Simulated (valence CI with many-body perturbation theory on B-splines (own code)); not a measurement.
## Energy levels of Hf L

Computed by relativistic CI+MBPT: five valence electrons over a frozen Dirac-Fock core [Ar], a basis of 7 s, 7 p, 8 d, 6 f, 4 g, 1 h functions for each j, with the one-electron correlation potential Σ1 (screened to all orders), the two-electron term Σ2, the three-electron term Σ3, Breit, model QED; selected single and double excitations, second order for the rest, scaled by the run's own slope (own B-spline code, finite nucleus).

The last digits are not significant, and no measured levels were compared; by estimate large intervals hold to a few tenths of a per cent, small ones and those within an open d or f shell to about a per cent. Excitations out of the core, of the other parity, are not computed and may begin above about 239 eV (a cautious bound); beyond it only levels of the ground parity were kept, without lifetimes. Only levels of the ground parity were solved; by the run's estimate the other parity begins above the list, which can be wrong where configurations are misplaced.

Levels 1 to 37 of 37, with energies above the lowest level, (3d3/2^4 3d5/2) J=5/2. "Leading %" is the weight of the configuration and term that name the level; weights of strongly mixed levels are sums over their largest components and can fall short. In the jj column 3d3/2^4 stands for four electrons in 3d with j = 3/2. Lifetimes count E1, E2, E3, M1 and M2 decay at the calculated energies, and are blank where another channel may lead or the interval is too uncertain; long ones can be off by a factor of two.

```csv
No.,Configuration,Term,J,E (cm⁻¹),Leading %,Leading jj,g,Lifetime
1,3d⁵,⁴P,5/2,0,26,3d3/2^4 3d5/2 (96 %),1.295,
2,3d⁵,⁶S,5/2,404280,36,3d3/2^3 3d5/2^2 (93 %),1.333,447 ns
3,3d⁵,⁴G,7/2,496220,33,3d3/2^3 3d5/2^2 (99 %),1.157,930 ns
4,3d⁵,²H,11/2,506810,44,3d3/2^3 3d5/2^2 (99 %),1.102,
5,3d⁵,⁴D,3/2,509990,38,3d3/2^3 3d5/2^2 (99 %),1.160,390 ns
6,3d⁵,²G,9/2,549060,31,3d3/2^3 3d5/2^2 (97 %),1.132,463 μs
7,3d⁵,²D,5/2,577010,32,3d3/2^3 3d5/2^2 (95 %),1.132,14.0 μs
8,3d⁵,⁴P,1/2,602840,43,3d3/2^3 3d5/2^2 (92 %),1.802,54.0 μs
9,3d⁵,²F,7/2,612990,39,3d3/2^3 3d5/2^2 (98 %),1.075,11.5 μs
10,3d⁵,²D,3/2,740790,61,3d3/2^3 3d5/2^2 (90 %),0.796,3.99 μs
11,3d⁵,⁶S,5/2,893110,34,3d3/2^2 3d5/2^3 (92 %),1.298,205 ns
12,3d⁵,⁴D,7/2,959660,52,3d3/2^2 3d5/2^3 (99 %),1.209,376 ns
13,3d⁵,²I,11/2,963580,50,3d3/2^2 3d5/2^3 (99 %),1.086,556 ns
14,3d⁵,⁴G,9/2,979370,62,3d3/2^2 3d5/2^3 (97 %),1.140,560 ns
15,3d⁵,²I,13/2,1003200,100,3d3/2^2 3d5/2^3 (100 %),1.066,2.87 μs
16,3d⁵,⁴D,1/2,1015300,78,3d3/2^2 3d5/2^3 (98 %),0.461,302 ns
17,3d⁵,⁴P,3/2,1025000,53,3d3/2^2 3d5/2^3 (98 %),1.166,210 ns
18,3d⁵,²F,5/2,1034500,42,3d3/2^2 3d5/2^3 (97 %),1.020,386 ns
19,3d⁵,²H,9/2,1075700,53,3d3/2^2 3d5/2^3 (100 %),1.097,320 ns
20,3d⁵,²G,7/2,1094700,61,3d3/2^2 3d5/2^3 (100 %),0.981,1.07 μs
21,3d⁵,⁴F,5/2,1111100,64,3d3/2^2 3d5/2^3 (98 %),1.046,303 ns
22,3d⁵,²D,3/2,1116700,85,3d3/2^2 3d5/2^3 (90 %),0.848,787 ns
23,3d⁵,²G,7/2,1161900,47,3d3/2^2 3d5/2^3 (96 %),1.031,577 ns
24,3d⁵,⁴P,1/2,1162600,43,3d3/2^2 3d5/2^3 (86 %),1.764,389 ns
25,3d⁵,²G,9/2,1230200,79,3d3/2^2 3d5/2^3 (97 %),1.103,1.01 μs
26,3d⁵,²P,3/2,1351000,74,3d3/2^2 3d5/2^3 (97 %),1.179,971 ns
27,3d⁵,²D,5/2,1375300,76,3d3/2^2 3d5/2^3 (90 %),1.187,501 ns
28,3d⁵,⁴P,5/2,1456000,33,3d3/2 3d5/2^4 (94 %),1.216,135 ns
29,3d⁵,²F,7/2,1524100,28,3d3/2 3d5/2^4 (99 %),1.179,192 ns
30,3d⁵,²H,11/2,1536500,55,3d3/2 3d5/2^4 (99 %),1.067,244 ns
31,3d⁵,⁴D,3/2,1549400,30,3d3/2 3d5/2^4 (98 %),0.977,154 ns
32,3d⁵,²G,9/2,1594400,55,3d3/2 3d5/2^4 (97 %),1.111,274 ns
33,3d⁵,²D,5/2,1630500,62,3d3/2 3d5/2^4 (92 %),1.107,246 ns
34,3d⁵,²G,7/2,1656900,53,3d3/2 3d5/2^4 (98 %),1.008,271 ns
35,3d⁵,²P,1/2,1719100,51,3d3/2 3d5/2^4 (91 %),1.267,261 ns
36,3d⁵,²D,3/2,1842100,74,3d3/2 3d5/2^4 (95 %),0.864,199 ns
37,3d⁵,²D,5/2,2082600,39,3d5/2^5 (96 %),1.148,
```

The ionisation energy to 3d⁴ ³P0 of the next ion comes out as 4372.6 eV (NIST: 4372 ± 4 eV (theoretical)). All 37 levels together are meant to be complete up to 1930300 cm⁻¹.
